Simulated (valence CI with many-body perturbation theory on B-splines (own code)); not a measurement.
**Questions on Br XXIX**

Computed by relativistic CI+MBPT: five valence electrons over a frozen Dirac-Fock core [He], radial functions for each j: 9 s, 9 p, 8 d, 6 f, 3 g, 1 h, with the one-electron correlation potential Σ1, the two-electron term Σ2, the three-electron term Σ3, Breit, model QED; selected CI, second order for the rest (own B-spline code, finite nucleus).

No measured spectrum was set against this ion. As an estimate, large intervals hold to a few tenths of a per cent, small ones and those within an open d or f shell to about a per cent. Among the levels kept, up to 1500 cm⁻¹ of a level comes from second order outside the variational space, and about a tenth of that is noise between levels of different J, which matters for small intervals.

Levels are named by their leading jj configuration (3d3/2^4 stands for four electrons in 3d with j = 3/2), which in mixed levels can hold well under half, so a name can repeat and another be missing.

Rates and lifetimes use the calculated energies. Strong lines usually hold to 10 to 20 %, long lifetimes can be off by a factor of two.

(1) What is the ground level?

(2) What are the static dipole polarisabilities of the lowest levels?

(3) Among levels below 146.20 Ry, which E1 lines absorb most strongly from the ground level?

(4) How well does LS coupling describe the low levels?

(5) Where does the other parity begin?

(6) What is the ionisation energy?

(7) Name the longest-lived excited levels whose lifetime is computed, and their main decay.

## Answers

(1) (2s^2 2p1/2^2 2p3/2) J=3/2, composition 50 % 2s2 2p3 4S° + 33 % 2s2 2p3 2P° + 16 % 2s2 2p3 2D°, g = 1.577.

(2) (2s^2 2p1/2^2 2p3/2) J=3/2 0.00291 (tensor 0.00030); (2s^2 2p1/2 2p3/2^2) J=3/2 0.00316 (tensor 0.00035); (2s^2 2p1/2 2p3/2^2) J=5/2 0.00299 (tensor 0.00021); (2s^2 2p1/2 2p3/2^2) J=1/2 0.00271 bohr³, of which the core gives 5.84e-06.

(3) to (2s^2 2p1/2 2p3/2 3d3/2) J=3/2 at 0.6450 nm, f = 0.419; to (2s^2 2p1/2 2p3/2 3d3/2) J=5/2 at 0.6457 nm, f = 0.357; to (2s^2 2p1/2^2 3d5/2) J=5/2 at 0.6630 nm, f = 0.327.

(4) Among the lowest 20 levels the leading LS term, summed over configurations, holds 73 % on average. For single configurations the figures are 72 % in LS and 88 % in jj coupling. Terms mix most in the J = 1/2 level at 19.02 Ry, where the leading one holds 43 %.

(5) At (2s 2p1/2^2 2p3/2^2) J=5/2, 11.90 Ry.

(6) 3168 eV; NIST lists 3169 ± 24 eV (semi-empirical).

(7) (2s^2 2p1/2 2p3/2^2) J=5/2 at 3.98 Ry lives 6.64 μs, mostly by M1 to (2s^2 2p1/2^2 2p3/2) J=3/2; (2s^2 2p1/2 2p3/2^2) J=3/2 at 3.09 Ry lives 1.23 μs, mostly by M1 to (2s^2 2p1/2^2 2p3/2) J=3/2; (2s^2 2p1/2 2p3/2^2) J=1/2 at 5.15 Ry lives 920 ns, mostly by M1 to (2s^2 2p1/2^2 2p3/2) J=3/2.
